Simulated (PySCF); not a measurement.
Computed IR spectrum (relative IR intensity) of a molecule C₅H₅Cl. The structure is a stationary point at B3LYP-D3(BJ)/def2-SVP. One conformer was computed; it need not be the lowest. Calculation: B3LYP-D3(BJ)/def2-SVP run with PySCF. Frequencies are harmonic and unscaled.

Lines under 2 % of the strongest are left out, and lines within 2 cm⁻¹ are merged.

```tsv
ν (cm⁻¹)	relative intensity
278	3.7
418	9.6
665	43
694	20
716	34
846	16
981	66
1001	51
1155	18
1332	14
1451	10
1454	8.7
1689	3.1
2211	2.9
3020	23
3080	12
3139	4.6
3179	3.4
3470	100
```

**Question.** Which structure fits?
(A) C#CC/C=C/Cl
(B) C#C/C(Cl)=C\C
(C) C#C/C(C)=C/Cl
(D) ClC1=CC=CC1

**Answer.** B, C#C/C(Cl)=C\C
